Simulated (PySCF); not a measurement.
## Computed vibrations of Tl2

Tl2 (triplet). PySCF 2.14.0, UKS BP86, Tl def2-SVP with ECP60; non-relativistic Hamiltonian with scalar-relativistic core potentials where named; density fitting; no spin-orbit coupling. Central differences of gradients.

```xyz
2

Tl    0.0000    0.0000    1.5991
Tl    0.0000    0.0000   -1.5991
```

Run from Python with OMP_NUM_THREADS=2. Where DIIS fails, smearing, a level shift and second-order steps follow.
It took 6.7 s on 2 threads of Arm Neoverse V1, with other jobs on the host.

Problem. What are the harmonic wavenumbers and infrared intensities?

Solution. Modes are labelled in D∞h; negative numbers are unstable modes, those under 60 cm⁻¹ near the noise; a finer grid moves soft modes by up to 10 cm⁻¹.
```tsv
cm⁻¹	km/mol	symmetry
77	0.0	σg+
```

Problem. Is this a minimum?

Solution. Yes. Ideal gas at 298.15 K and 1 bar: S = 290.9 J/(mol K), Cp = 37.3 J/(mol K), H − H(0 K) = 10.7 kJ/mol (rigid rotor, harmonic modes, spin degeneracy alone).

Open shells may have lower solutions than the one found.
